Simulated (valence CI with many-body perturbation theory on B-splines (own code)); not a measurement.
# Level structure of Ir⁶³⁺

Computed by relativistic CI+MBPT: four valence electrons over a frozen Dirac-Fock core [Ne], radial functions for each j: 11 s, 11 p, 10 d, 8 f, 5 g, 2 h, with the one-electron correlation potential Σ1 (screened to all orders), the two-electron term Σ2, the three-electron term Σ3, Breit, model QED; selected single and double excitations, second order for the rest, scaled by the run's own slope (own B-spline code, finite nucleus).

No measured spectrum was set against this ion. As an estimate, large intervals hold to a few tenths of a per cent, small ones and those within an open d or f shell to about a per cent. Among the levels kept, up to 600 cm⁻¹ of a level comes from second order outside the variational space, and about a tenth of that is noise between levels of different J, which matters for small intervals.

Levels 91 to 135 of 169, with energies above the lowest level, (3s^2 3p1/2^2) J=0. "Leading %" is the weight of the configuration and term that name the level; weights of strongly mixed levels are sums over their largest components and can fall short. In the jj column 3d3/2^4 stands for four electrons in 3d with j = 3/2. Lifetimes count E1, E2, E3, M1 and M2 decay at the calculated energies, and are blank where another channel may lead or the interval is too uncertain; long ones can be off by a factor of two.

```csv
No.,Configuration,Term,J,E (eV),Leading %,g,Leading jj,Lifetime
91,3s.3p.3d2,3G°,3,1617.6,43,0.994,3s 3p1/2 3d3/2 3d5/2 (96 %),1.44 ps
92,3s.3p.3d2,3G°,5,1618.7,35,1.122,3s 3p1/2 3d3/2 3d5/2 (98 %),2.79 ps
93,3s.3p.3d2,3H°,4,1621.3,48,0.934,3s 3p1/2 3d3/2 3d5/2 (96 %),1.59 ps
94,3s.3p.3d2,1D°,2,1625.0,24,1.012,3s 3p1/2 3d3/2 3d5/2 (94 %),1.47 ps
95,3s.3p.3d2,3D°,1,1631.9,52,0.964,3s 3p1/2 3d3/2 3d5/2 (91 %),1.06 ps
96,3s.3p.3d2,3P°,0,1635.1,47,,3s 3p1/2 3d3/2 3d5/2 (92 %),1.15 ps
97,3s.3p.3d2,5D°,3,1639.6,27,1.280,3s 3p1/2 3d3/2 3d5/2 (89 %),234 fs
98,3s.3p.3d2,5D°,2,1644.1,23,1.346,3s 3p1/2 3d3/2 3d5/2 (97 %),257 fs
99,3s.3p.3d2,3F°,4,1646.5,41,1.242,3s 3p1/2 3d3/2 3d5/2 (88 %),235 fs
100,3s.3p.3d2,3F°,2,1657.4,23,1.167,3s 3p1/2 3d3/2 3d5/2 (88 %),190 fs
101,3s.3p.3d2,3G°,3,1659.1,34,0.980,3s 3p1/2 3d3/2 3d5/2 (94 %),259 fs
102,3s.3p.3d2,3D°,1,1666.9,30,1.064,3s 3p1/2 3d3/2 3d5/2 (83 %),178 fs
103,3p4,1D,2,1681.2,40,1.184,3p1/2 3p3/2^3 (58 %),265 fs
104,3p4,3P,1,1687.2,80,1.460,3p1/2 3p3/2^3 (80 %),174 fs
105,3p2.3d2,3F,2,1703.2,38,0.773,3p1/2^2 3d3/2^2 (94 %),2.72 ps
106,3s.3p2.3d,5P,1,1706.3,35,1.713,3s 3p3/2^2 3d3/2 (93 %),211 fs
107,3s.3p.3d2,3F°,4,1706.4,29,1.266,3s 3p1/2 3d5/2^2 (95 %),1.21 ps
108,3s.3p2.3d,3F,3,1707.6,24,1.289,3s 3p3/2^2 3d3/2 (95 %),297 fs
109,3s.3p2.3d,5D,2,1708.4,18,1.291,3s 3p3/2^2 3d3/2 (72 %),209 fs
110,3s.3p2.3d,3F,4,1715.5,44,1.208,3s 3p3/2^2 3d3/2 (97 %),296 fs
111,3s.3p.3d2,3D°,2,1719.8,25,1.333,3s 3p1/2 3d5/2^2 (98 %),1.26 ps
112,3s.3p.3d2,3G°,5,1721.6,33,1.197,3s 3p1/2 3d5/2^2 (97 %),1.83 ps
113,3p2.3d2,3P,0,1729.6,58,,3p1/2^2 3d3/2^2 (97 %),3.51 ps
114,3s.3p.3d2,3F°,3,1735.4,26,1.217,3s 3p1/2 3d5/2^2 (98 %),1.40 ps
115,3s.3p.3d2,3G°,4,1737.9,30,1.065,3s 3p1/2 3d5/2^2 (96 %),1.40 ps
116,3s.3p2.3d,3D,1,1741.7,55,0.714,3s 3p3/2^2 3d3/2 (94 %),170 fs
117,3s.3p.3d2,3D°,3,1742.2,35,1.149,3s 3p1/2 3d5/2^2 (91 %),868 fs
118,3s.3p.3d2,3D°,2,1746.0,26,1.081,3s 3p1/2 3d5/2^2 (93 %),994 fs
119,3s.3p.3d2,3P°,1,1748.3,33,1.221,3s 3p1/2 3d5/2^2 (93 %),887 fs
120,3s.3p.3d2,3P°,0,1750.4,77,,3s 3p1/2 3d5/2^2 (97 %),1.15 ps
121,3s.3p2.3d,3P,0,1752.7,84,,3s 3p3/2^2 3d3/2 (87 %),131 fs
122,3s.3p2.3d,3D,2,1755.1,50,1.125,3s 3p3/2^2 3d3/2 (94 %),174 fs
123,3s.3p2.3d,3F,3,1756.8,34,0.997,3s 3p3/2^2 3d3/2 (96 %),129 fs
124,3s.3p2.3d,3D,1,1764.2,54,0.933,3s 3p3/2^2 3d3/2 (90 %),116 fs
125,3s.3p2.3d,3F,2,1769.0,28,1.032,3s 3p3/2^2 3d3/2 (84 %),96.4 fs
126,3s.3p.3d2,3P°,1,1769.2,49,1.289,3s 3p1/2 3d5/2^2 (94 %),937 fs
127,3s.3p2.3d,5F,5,1780.5,60,1.307,3s 3p3/2^2 3d5/2 (99 %),1.26 ps
128,3s.3p2.3d,3F,4,1785.1,53,1.304,3s 3p3/2^2 3d5/2 (98 %),844 fs
129,3s.3p2.3d,3P,0,1810.2,61,,3s 3p3/2^2 3d5/2 (86 %),507 fs
130,3p2.3d2,3F,3,1811.3,32,1.070,3p1/2^2 3d3/2 3d5/2 (97 %),2.16 ps
131,3s.3p2.3d,3P,1,1816.2,40,1.477,3s 3p3/2^2 3d5/2 (95 %),381 fs
132,3s.3p2.3d,3D,3,1816.8,43,1.215,3s 3p3/2^2 3d5/2 (95 %),523 fs
133,3p2.3d2,3P,2,1823.7,23,1.167,3p1/2^2 3d3/2 3d5/2 (98 %),2.19 ps
134,3p2.3d2,3F,4,1828.5,24,1.058,3p1/2^2 3d3/2 3d5/2 (95 %),1.59 ps
135,3p2.3d2,3P,1,1829.3,37,1.500,3p1/2^2 3d3/2 3d5/2 (98 %),2.03 ps
```
